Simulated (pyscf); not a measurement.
PySCF, gas phase, ωB97X-D3(BJ)/def2-SVP geometries.

**Question.** How much does it cost (ΔH, 298 K, ωB97M-D3(BJ)/def2-TZVP) to split O=Mo(=O)(Cl)–O–SiH₂–O–SiH₃ (SMILES [O]=[Mo](=[O])([Cl])[O][SiH2]O[SiH3]) at its Mo–O bond into [O=Mo(=O)–Cl]• + •O–SiH₂–O–SiH₃?

**Answer.** Mo–O to [O=Mo(=O)–Cl]• + •O–SiH₂–O–SiH₃: 108.8 kcal/mol. The 7 functionals that were run give +108.1 (M06-2X) to +114.9 kcal/mol (ωB97X-D3(BJ)/def2-TZVP). The radicals are drawn with the spin at the cut bond; how far it spreads was not checked. •O–SiH₂–O–SiH₃ lies 24.8 kcal/mol over its isomer HO–SiH₂–O–SiH₂• (electronic energy, ωB97M-D3(BJ)/def2-TZVP). Other isomers of [O=Mo(=O)–Cl]• were not searched in full and may lie lower. Open-shell species with a d-block atom are single-reference here; other states, and whether the spin sits on metal or ligand, were not checked. Elements past Kr carry the def2 core potentials, without spin-orbit coupling.
